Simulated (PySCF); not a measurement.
Compound: C5H5NS.
Structure used (PBE0-D3(BJ)/def2-SVP), in Å, numbered top down from 1:
```xyz
12
C5H5NS angstrom
C     -2.2428   -0.9911    0.1747
C     -1.4332    0.0759    0.1743
C     -0.0096    0.0854   -0.0987
C      0.8323    1.1775   -0.1016
N      2.1395    0.9359   -0.3888
C      2.3316   -0.3276   -0.6102
S      0.9227   -1.3240   -0.4843
H     -1.8705   -1.9966   -0.0439
H     -3.3074   -0.8902    0.3947
H     -1.8506    1.0638    0.3989
H      0.5001    2.1960    0.1112
H      3.2994   -0.7684   -0.8613
```

Theory: PBE0-D3(BJ)/def2-SVP geometry optimisation, gas phase in PySCF.

Masses are those of the commonest isotopes; rigid-rotor values at the optimised geometry. The values belong to one conformer with, in the numbering `[CH2:1]=[CH:2][c:3]1[cH:4][n:5][cH:6][s:7]1`, C1–C2–C3–C4 180°.

**Question.** Give the principal moments of inertia and the rotational constants in MHz.

**Answer.** Ia = 97.92, Ib = 270.36, Ic = 368.28 u·Å²; 505379 MHz·u·Å²/I gives A = 5161, B = 1869, C = 1372 MHz.

**Question.** Classify the top.

**Answer.** An asymmetric top. Ray's parameter κ = (2B − A − C)/(A − C) = -0.738; −1 is the prolate and +1 the oblate limit.

**Question.** Is it planar, by Δ = Ic − Ia − Ib?

**Answer.** Planar: Δ = Ic − Ia − Ib = 0.00 u·Å². For a rigid frame Δ = −2 Σ m c², so it vanishes when all atoms lie in the ab plane; here none is more than 0.01 Å from it.

**Question.** List the rotational levels J(Ka,Kc) to J = 2 (cm⁻¹).

**Answer.** Above 0(0,0):
J = 1: 1(0,1) 0.1081, 1(1,1) 0.2179, 1(1,0) 0.2345
J = 2: 2(0,2) 0.3226, 2(1,2) 0.4176, 2(1,1) 0.4673, 2(2,1) 0.7967, 2(2,0) 0.7985

**Question.** Predict some low-J microwave lines.

**Answer.** The dipole components are |μa| = 1.34 D, |μb| = 0.68 D, |μc| = 0.00 D; the mirror of this Cs structure is the ab plane, so μc vanishes by symmetry and there are no c-type lines. The squared components, which scale the intensities, stand as 1.00 : 0.26 (a : b). Some lines, for components of 0.1 D or more:

| type | branch | J(Ka,Kc) | MHz | lower level (cm⁻¹) |
| --- | --- | --- | --- | --- |
| a | Q | 1(1,0) ← 1(1,1) | 497 | 0.218 |
| a | Q | 2(1,1) ← 2(1,2) | 1491 | 0.418 |
| b | R | 2(0,2) ← 1(1,1) | 3139 | 0.218 |
| a | R | 1(0,1) ← 0(0,0) | 3242 | 0.000 |
| b | Q | 1(1,0) ← 1(0,1) | 3789 | 0.108 |
| b | Q | 2(1,1) ← 2(0,2) | 4338 | 0.323 |
| a | R | 2(1,2) ← 1(1,1) | 5986 | 0.218 |
| a | R | 2(0,2) ← 1(0,1) | 6431 | 0.108 |
| b | R | 1(1,1) ← 0(0,0) | 6533 | 0.000 |
| a | R | 2(1,1) ← 1(1,0) | 6980 | 0.235 |
| b | R | 2(1,2) ← 1(0,1) | 9278 | 0.108 |
| b | Q | 2(2,0) ← 2(1,1) | 9928 | 0.467 |
| b | Q | 2(2,1) ← 2(1,2) | 11367 | 0.418 |
| b | R | 2(2,1) ← 1(1,0) | 16856 | 0.235 |
| b | R | 2(2,0) ← 1(1,1) | 17405 | 0.218 |

Whether it is a minimum is left open (no frequencies). Constants of a rigid frame at the computed geometry: no zero-point averaging, no centrifugal distortion. Quadrupole hyperfine structure (14N) is left out.

Time: 38 s of wall time; peak memory 0.73 GiB. Hardware: Arm Neoverse V1, one thread, shared host with 32 logical CPUs at a one-minute load of 19. This is the geometry optimisation.
